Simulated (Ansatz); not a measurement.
The inner images of a band of FH5O3W (10 atoms, charge 0, multiplicity 1) are given out of order.

The calculation used Ansatz, RKS revPBE-D4/def2-SVP.

First end point:

```xyz
10
Properties=species:S:1:pos:R:3
W 0.105 0.078 -0.157
H 0.898 0.363 1.312
H 1.786 0.345 -0.270
O -0.522 1.858 -0.250
H -1.197 2.182 0.379
F -1.404 -0.037 1.133
O 0.083 -1.789 0.131
H -0.474 -2.179 0.835
O 0.463 -0.059 -2.036
H 1.307 0.030 -2.512
```

Last end point:

```xyz
10
Properties=species:S:1:pos:R:3
W -0.315 -0.064 -0.725
H 0.923 0.552 3.158
H 1.417 0.611 3.742
O 0.411 1.652 -1.063
H -0.342 2.306 -1.073
F -0.610 0.273 1.106
O 0.215 -1.859 -0.546
H 1.109 -2.245 -0.535
O -1.217 -0.205 -2.382
H -0.546 -0.228 -3.117
```

Put them in order from the first end to the last, with their energies above the first end.
A.
```xyz
10
Properties=species:S:1:pos:R:3
W -0.188 -0.008 0.176
H 0.253 -0.284 2.042
H 0.693 0.470 1.764
O 0.670 1.630 -0.400
H 0.417 1.842 -1.340
F -1.878 0.396 0.887
O 0.877 -1.577 0.132
H 1.202 -1.970 -0.700
O -0.678 -0.204 -1.694
H -0.323 0.498 -2.301
```
B.
```xyz
10
Properties=species:S:1:pos:R:3
W -0.486 -0.088 -0.538
H 1.565 0.340 3.047
H 1.235 0.496 2.374
O 0.269 1.650 -0.622
H -0.411 2.277 -0.991
F -1.390 0.174 1.089
O 0.082 -1.863 -0.305
H 0.982 -2.215 -0.189
O -0.817 -0.104 -2.405
H 0.016 0.124 -2.894
```
C.
```xyz
10
Properties=species:S:1:pos:R:3
W -0.180 -0.067 0.115
H -0.060 0.707 1.644
H 1.385 0.032 0.771
O 0.060 1.852 -0.168
H 0.419 2.165 -1.020
F -1.896 -0.393 0.842
O 0.317 -1.898 0.220
H 1.188 -2.305 0.373
O -0.061 -0.039 -1.812
H -0.128 0.738 -2.399
```
D.
```xyz
10
Properties=species:S:1:pos:R:3
W -0.244 -0.060 -0.164
H 0.197 0.447 1.402
H 1.441 0.129 0.053
O -0.271 1.837 -0.401
H -0.170 2.494 0.309
F -1.989 -0.106 0.663
O 0.122 -1.822 0.368
H 0.791 -2.340 0.845
O 0.253 -0.152 -2.008
H 0.915 0.366 -2.502
```
E.
```xyz
10
Properties=species:S:1:pos:R:3
W -0.423 -0.043 -0.632
H 1.015 0.450 2.770
H 1.709 0.437 3.092
O 0.297 1.701 -0.794
H -0.460 2.332 -0.941
F -1.079 0.245 1.111
O 0.122 -1.825 -0.380
H 1.008 -2.185 -0.199
O -0.974 -0.171 -2.438
H -0.170 -0.149 -3.023
```
F.
```xyz
10
Properties=species:S:1:pos:R:3
W -0.544 -0.209 -0.351
H 1.337 0.260 3.062
H 1.173 0.426 2.331
O 0.317 1.486 -0.545
H 0.007 1.991 -1.359
F -1.860 0.084 0.941
O 0.388 -1.818 -0.177
H 1.280 -2.098 -0.452
O -0.822 -0.013 -2.235
H -0.230 0.685 -2.648
```
G.
```xyz
10
Properties=species:S:1:pos:R:3
W 0.013 0.007 0.147
H -0.434 0.466 1.738
H 1.147 0.250 1.414
O 1.000 1.620 -0.181
H 0.732 1.933 -1.078
F -1.904 -0.203 0.198
O 0.628 -1.757 0.162
H 1.495 -2.136 -0.074
O -0.345 0.377 -1.769
H -1.287 0.235 -1.990
```

D (+18.5 kJ/mol), C (+61.3 kJ/mol), G (+61.0 kJ/mol), A (+79.2 kJ/mol), F (+126.3 kJ/mol), B (+101.9 kJ/mol), E (+98.2 kJ/mol).

Time of the run: 14 min on 2 threads of AMD EPYC 7R43 64-Core Processor (Zen 3) (shared host), peak memory 0.25 GiB.
